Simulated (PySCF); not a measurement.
Fractional electron number in W⁻ (tungsten, charge -1)

The 5d alpha orbital of [Xe] 4f14 5d5 6s2 is emptied in steps (occupation f), with all orbitals relaxed, ending at [Xe] 4f14 5d4 6s2. All numbers are calculated (PySCF 2.14, a scalar-relativistic core potential, in def2-TZVPPD with the def2 core potential (60 electrons) (6s5p3d2f1g, 59 functions)). The exact energy is a straight line in f; departures are measured from the line between the end points of the same method.

Question: Among PBE0, r2SCAN, LC-wPBE, which shows the largest delocalisation error (convex curve), and which is closest to linear?

Answer: Most convex: r2SCAN (-0.804 eV at f = 0.5); closest to linear: LC-wPBE (0.124 eV).

```json
{"f": "1", "PBE0 (eV)": "0.000", "r2SCAN (eV)": "0.000", "LC-wPBE (eV)": "0.000"}
{"f": "0.9", "PBE0 (eV)": "-0.200", "r2SCAN (eV)": "-0.288", "LC-wPBE (eV)": "0.046"}
{"f": "0.7", "PBE0 (eV)": "-0.469", "r2SCAN (eV)": "-0.673", "LC-wPBE (eV)": "0.106"}
{"f": "0.5", "PBE0 (eV)": "-0.561", "r2SCAN (eV)": "-0.804", "LC-wPBE (eV)": "0.124"}
{"f": "0.3", "PBE0 (eV)": "-0.474", "r2SCAN (eV)": "-0.676", "LC-wPBE (eV)": "0.102"}
{"f": "0.1", "PBE0 (eV)": "-0.204", "r2SCAN (eV)": "-0.290", "LC-wPBE (eV)": "0.043"}
{"f": "0", "PBE0 (eV)": "0.000", "r2SCAN (eV)": "0.000", "LC-wPBE (eV)": "0.000"}
```

```json
{"method": "PBE0", "E(f=0) − E(f=1) (eV)": "1.308", "−ε at f=1 (eV)": "-0.903", "−ε at f=0.5 (eV)": "1.292"}
{"method": "r2SCAN", "E(f=0) − E(f=1) (eV)": "1.531", "−ε at f=1 (eV)": "-1.668", "−ε at f=0.5 (eV)": "1.522"}
{"method": "LC-wPBE", "E(f=0) − E(f=1) (eV)": "1.044", "−ε at f=1 (eV)": "1.560", "−ε at f=0.5 (eV)": "1.033"}
```

At f = 1 the orbital energy is positive for PBE0, r2SCAN: only the finite basis holds the electron.

Reference removal energy between the ground levels: 0.817 eV (measured; photodetachment measurements, as compiled on the Wikipedia data page of electron affinities). The calculation has no spin-orbit coupling. The determinant left behind need not be the lowest term of the ion.
